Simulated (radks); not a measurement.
Q: The mean radii <r> (bohr) of the occupied orbitals of an atom or ion are listed with their occupations. Calculated with a radial shooting solver on a logarithmic mesh with Libxc functionals: scalar-relativistic Kohn-Sham, exchange-only LDA, spin-polarised, spherical densities, point nucleus.

orbital  occ.      <r>
1s up       1  0.02247

Name the element and its charge. Open shells, if any, are filled with parallel spins first.

A: Z = 62, samarium, charge +61: Sm61+ in 1s1. The 1s radius gives Z: for a bare nucleus <r> = (2 gamma + 1)/(2Z) with gamma = sqrt(1 - (Z/c)^2), 0.02245 bohr for Z = 62, and the self-interaction of the functional makes it slightly larger (0.02247 here). The occupations add up to 1, and the charge is Z minus that.
